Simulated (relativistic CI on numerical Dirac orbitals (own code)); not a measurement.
# Hyperfine structure of Re59+, mass number 185

Computed by Dirac-Coulomb-Breit CI, orbitals from a KLI potential per configuration, model QED (radiative potential, 1s self-energy scaled to tabulated hydrogen-like ionisation energies), unscaled Slater integrals (own radial code, finite nucleus).

Configurations in the expansion (outside the closed core [Ne]): 3s²3p⁴, 3s²3p³3d, 3s3p⁵, 3p⁶, 3s3p⁴3d, 3s3p³3d², 3p⁵3d, 3s²3p²3d4p, 3s3p³3d4s, 3p⁵4s, 3s²3p³4s, 3p⁵4p, 3s²3p²3d², 3s²3p3d³, 3s3p²3d³, 3s²3p3d²4s, 3p⁴3d², 3p³3d³, 3p³3d²4s, 3s²3p²3d4s, 3s3p²3d²4s, 3s²3p3d4s². Double excitations out of closed p, d and f shells are left out; levels of such configurations are missing from the list, as are those of other unlisted configurations, and high levels can miss mixing partners.

Nuclear spin I = 5/2, μ = 3.176 μN, Q = 2.07 b (tables of Stone and Pyykkö). The electronic factors are computed for point nuclear moments, without core polarisation or the Bohr-Weisskopf and QED corrections.

```tsv
Level	E (eV)	A (GHz)	B (GHz)
3s²3p⁴ ³P2	0.000	283.4	64.2
3s²3p⁴ ³P1	370.512	-285.6	-466
3s²3p⁴ ¹D2	380.393	862.6	-997
```

Levels with J = 0, under 50 % of one LS term, or S terms without an open s electron are left out. Small factors come from cancelling terms and can be off by tens of per cent or more.

At this charge energies of transitions that change n are usually good to better than 1 %, and those within a shell (Δn = 0) to a few per cent.

Problem. Give the hyperfine levels of 3s²3p⁴ ¹D2 relative to its centre of gravity.

Solution. With K = F(F + 1) − I(I + 1) − J(J + 1), E = AK/2 + B[¾K(K + 1) − I(I + 1)J(J + 1)]/[2I(2I − 1)J(2J − 1)]: F = 1/2: -6736, F = 3/2: -4994, F = 5/2: -2339, F = 7/2: 855.1, F = 9/2: 4064 GHz.

LS names give the leading component of a level, which can be under half, so a name can repeat, a term be missing and a line seem to break the LS rules.
